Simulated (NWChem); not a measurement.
System: AlHSClF; SMILES [F][Al]([SH])[Cl]

```xyz
5

Al     0.3459     0.0368     0.0059
Cl    -0.6480     1.8643    -0.0135
F      2.0030     0.0178     0.0085
S     -0.7361    -1.8313     0.0224
H      0.4058    -2.5575     0.0315
```
Atoms are numbered in this order, from 1.

Level: PBE0/def2-SVP (NWChem), optimised geometry, unscaled harmonic frequencies. 

Task: List the harmonic frequencies with IR intensities, and the thermochemistry.

Result: 
```json
[
 {"frequency (cm⁻¹)": "132", "IR intensity (km/mol)": "5.2"},
 {"frequency (cm⁻¹)": "197", "IR intensity (km/mol)": "26.7"},
 {"frequency (cm⁻¹)": "221", "IR intensity (km/mol)": "28.2"},
 {"frequency (cm⁻¹)": "259", "IR intensity (km/mol)": "47.0"},
 {"frequency (cm⁻¹)": "421", "IR intensity (km/mol)": "4.2"},
 {"frequency (cm⁻¹)": "628", "IR intensity (km/mol)": "194.9"},
 {"frequency (cm⁻¹)": "654", "IR intensity (km/mol)": "0.8"},
 {"frequency (cm⁻¹)": "900", "IR intensity (km/mol)": "114.3"},
 {"frequency (cm⁻¹)": "2707", "IR intensity (km/mol)": "2.4"}
]
```

```json
{
 "zero_point_energy": "8.7 kcal/mol",
 "thermal correction to the enthalpy at 298.15 K (with zero-point energy)": "12.9 kcal/mol",
 "heat capacity Cv": "17.1 cal/(mol K)",
 "entropy at 298.15 K and 1 atm (symmetry number 1)": "78.1 cal/(mol K)",
 "dipole_moment": "1.11 D"
}
```

Rigid rotor and harmonic oscillator.
